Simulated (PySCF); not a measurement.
Level of theory: PBE-D3(BJ)/def2-TZVP // TPSS-D3(BJ)/def2-SVP in PySCF. All species are isolated molecules in the gas phase. One relaxed conformer stands for a flexible species; it need not be the lowest. 

Reference species: [Cd(Cl)2] (neutral, multiplicity 1).

```json
{
 "HOMO": "-7.52 eV",
 "LUMO": "-3.23 eV",
 "charge on the central atom (Mulliken)": "0.74 e",
 "mean_distance_from_the_central_atom_to_its_bonded_neighbours": "2.289 Å"
}
```

Changed species: [Cd(Cl)(OH)] (1 of 2 Cl replaced by OH; the reference has 0 of 2 Cl replaced by OH).

Question: Predict the effect on the HOMO, LUMO, charge on the central atom (Mulliken) and mean distance from the central atom to its bonded neighbours.

Answer: the HOMO increases by 0.75 eV, to -6.77 eV; the LUMO goes up by 0.38 eV, to -2.85 eV; the charge on the central atom (Mulliken) goes up by 0.02 e, to 0.76 e; the mean distance from the central atom to its bonded neighbours drops by 0.154 Å, to 2.135 Å.
